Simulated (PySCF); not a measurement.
Electrostatic potential from atomic charges

Species: `CC1=CP(C)CC1`. Coordinates (GFN2-xTB, Å) and charges (e) from the PBE0/pcSseg-1 density (PySCF):

| atom | x | y | z | Mulliken | IAO | Hirshfeld | ESP-fitted |
| --- | --- | --- | --- | --- | --- | --- | --- |
| C1 | -2.236 | 0.812 | 0.697 | -0.1319 | -0.4265 | -0.1162 | -0.8213 |
| C2 | -0.948 | 0.111 | 0.422 | -0.3365 | +0.0322 | +0.0162 | +0.4127 |
| C3 | 0.038 | -0.068 | 1.295 | -0.2902 | -0.3883 | -0.1214 | -0.2196 |
| P4 | 1.485 | -0.965 | 0.648 | +0.3514 | +0.4854 | +0.1309 | -0.2489 |
| C5 | 2.433 | 0.513 | 0.025 | -0.4578 | -0.6095 | -0.1729 | -0.1533 |
| C6 | 0.508 | -1.362 | -0.898 | -0.4296 | -0.4410 | -0.1148 | -0.0130 |
| C7 | -0.704 | -0.427 | -0.962 | -0.1235 | -0.2697 | -0.0713 | -0.3385 |
| H8 | -2.377 | 1.632 | -0.008 | +0.1210 | +0.1492 | +0.0466 | +0.2206 |
| H9 | -3.071 | 0.123 | 0.574 | +0.1264 | +0.1504 | +0.0464 | +0.2252 |
| H10 | -2.256 | 1.209 | 1.708 | +0.1153 | +0.1493 | +0.0467 | +0.1919 |
| H11 | 0.007 | 0.266 | 2.320 | +0.0853 | +0.1500 | +0.0401 | +0.1523 |
| H12 | 1.788 | 1.193 | -0.528 | +0.1342 | +0.1390 | +0.0333 | +0.0270 |
| H13 | 2.864 | 1.035 | 0.877 | +0.1420 | +0.1543 | +0.0402 | +0.0965 |
| H14 | 3.243 | 0.168 | -0.616 | +0.1378 | +0.1496 | +0.0384 | +0.0902 |
| H15 | 1.143 | -1.294 | -1.782 | +0.1388 | +0.1441 | +0.0393 | +0.0842 |
| H16 | 0.178 | -2.400 | -0.807 | +0.1544 | +0.1488 | +0.0353 | +0.0650 |
| H17 | -1.586 | -0.952 | -1.335 | +0.1288 | +0.1418 | +0.0425 | +0.1035 |
| H18 | -0.518 | 0.412 | -1.640 | +0.1341 | +0.1407 | +0.0405 | +0.1255 |

Points outside the species (Å): A (0.8, 5.8, -2.8); B (6.7, 0.2, -0.8); C (5.4, 4.4, -6.3); D (-2.3, -4.8, -3.2).

Problem. Find the potential V = 14.3996 V·Å × Σ q/r of each set of charges at these points.

Solution. In volts:

```
point  nearest atom  distance (Å)  Mulliken     IAO  Hirshfeld  ESP-fitted
    A           H12          5.23    -0.017  -0.072     -0.021      +0.049
    B           H14          3.46    +0.061  +0.014     -0.028      -0.016
    C           H14          7.41    +0.009  -0.027     -0.015      +0.023
    D           H16          4.20    +0.007  +0.003     +0.010      +0.048
```

Problem. How far are the other sets from the ESP-fitted one at these points?

Solution. Root-mean-square difference: Hirshfeld 0.045 V, Mulliken 0.055 V, IAO 0.071 V. The ESP scheme fits charges at the nuclei, held to the total charge, to the electrostatic potential on points at 1.4 to 2.0 times the van der Waals radii.

Problem. What energy would a point charge of +3 e have at A in the field of the ESP charges, leaving out polarisation?

Solution. +0.148 eV = +14.3 kJ/mol, a repulsion.

Geometry: GFN2-xTB, one conformer, isolated molecule.
